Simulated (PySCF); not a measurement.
CH6AlBN, Al2BH2N (calculated)

Calculation on a computer-drawn molecule: optimised geometry and harmonic frequencies of an isolated molecule of the commonest isotopes, restricted reference for singlets and unrestricted otherwise, frozen core in MP2. Program: PySCF 2.14.0.

Common to all runs: charge 0; method HF; basis cc-pV(D+d)Z.

(1) CH6AlBN

Start structure:
```xyz
10
CH6AlBN
B     -0.1470     0.7781    -1.8110
N      0.0754    -0.1038    -0.8158
C      0.1011    -1.5189    -0.9217
Al     1.2117    -0.5662     0.5922
H      0.0546     1.9206    -1.6443
H     -0.6114     0.4633    -2.9299
H      0.0295    -1.8966    -2.0349
H     -0.3972    -2.1149    -0.1043
H      2.7387    -0.2020     0.4898
H      0.6189    -0.9258     1.9826
```

| Item | Value |
| --- | --- |
| multiplicity | 2 |
| rotational constants | 9.919, 4.826, 3.248 GHz |
| total energy | -362.4211 hartree |
| spin squared | 0.7661 |
| convergence status largest gradient component | 2.076e-05 hartree/bohr |

Drawn bonds:
```
atom  other atom  order
   1           2      1
   2           3      1
   2           4      1
   1           5      1
   1           6      1
   3           7      1
   3           8      1
   4           9      1
   4          10      1
```

Optimised structure:
```xyz
10
CH6AlBN
B      0.2098     0.5886    -1.7990
N      0.2919    -0.4652    -0.8568
C     -0.3603    -1.6854    -1.1058
Al     1.2681    -0.2142     0.6629
H      0.7888     1.6184    -1.5766
H     -0.4320     0.4579    -2.8082
H     -1.0092    -1.7637    -1.9663
H     -0.3963    -2.4332    -0.3260
H      2.0230     1.1420     0.8912
H      1.2906    -1.4113     1.6874
```

Modes:
```
frequency (cm⁻¹)  reduced mass (dalton)
             158                  1.135
           245.4                  1.297
           258.8                  2.804
           294.2                  1.269
           336.4                   1.54
           384.5                  2.598
           495.9                  1.263
           574.6                  1.204
           657.6                  1.186
           663.6                  3.343
           842.8                  1.091
            1002                   1.68
            1083                  1.375
            1089                  1.642
            1285                  1.952
            1321                   1.56
            1435                  3.363
            1585                  1.142
            2008                  1.042
            2037                  1.042
            2653                  1.053
            2718                  1.129
            3293                  1.048
            3419                  1.124
```

(2) Al2BH2N

Start structure:
```xyz
6
Al2BH2N
B     -0.7774    -0.5769     1.9262
N     -1.3749    -1.5842     1.2469
Al    -2.2541    -2.9513     0.5142
Al    -3.5130    -4.8923    -0.6276
H      0.4074    -0.3834     1.6599
H     -1.2896     0.1311     2.6329
```

| Item | Value |
| --- | --- |
| multiplicity | 1 |
| rotational constants | 233.5, 1.334, 1.327 GHz |
| total energy | -564.1057 hartree |
| convergence status largest gradient component | 3.57e-05 hartree/bohr |

Drawn bonds:
```
atom  other atom  order
   1           2      1
   2           3      2
   3           4      1
   1           5      1
   1           6      1
```

Optimised structure:
```xyz
6
Al2BH2N
B     -0.7414    -0.5780     1.8858
N     -1.4131    -1.6275     1.2747
Al    -2.2104    -2.8668     0.5509
Al    -3.5746    -4.9983    -0.6952
H      0.4375    -0.3584     1.6689
H     -1.2995     0.1720     2.6674
```

Modes:
```
frequency (cm⁻¹)  reduced mass (dalton)
            63.4                  7.616
           66.95                  6.744
           182.1                  6.631
           196.2                   3.84
           240.6                  16.46
           830.5                  5.811
            1003                  1.375
            1099                  1.381
            1315                  1.175
            1558                  9.065
            2539                   1.05
            2556                  1.122
```
